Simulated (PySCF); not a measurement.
C3H9Hf, SMILES [CH3][Hf]([CH3])[CH3] (connectivity only; charge and spin as stated), neutral, multiplicity 2. Coordinates come from a PBE-D3(BJ)/def2-SVP optimisation. The multiplicity is an assumed one; other spin states were not compared. The def2 effective core potentials stand for the cores of Hf; spin–orbit coupling is left out.

All values below come from PBE-D3(BJ)/def2-SVP in PySCF.

Harmonic wavenumbers (cm⁻¹): 88, 106, 106, 115, 128, 128, 317, 318, 319, 374, 443, 443, 517, 536, 536, 1099, 1099, 1102, 1334, 1337, 1337, 1344, 1344, 1346, 2895, 2895, 2898, 3002, 3002, 3005, 3042, 3044, 3044. Rotational constants (GHz): 3.900, 3.900, 2.200; symmetry number 3.

### Question
Work out the zero-point energy and the ideal-gas rigid-rotor harmonic-oscillator thermochemistry at 298.15 K and 1 atm.

### Answer
ZPE = ½ Σ hcν = ½ × 42643 cm⁻¹ = 255.06 kJ/mol. H − E(el) = 283.58 kJ/mol. Entropy in J/(mol K): translation 176.22, rotation 102.43, vibration 118.31, spin 5.76, total 402.72. G − E(el) = 163.51 kJ/mol. Cp = 142.05 J/(mol K). Modes under 150 cm⁻¹ make the vibrational entropy uncertain.
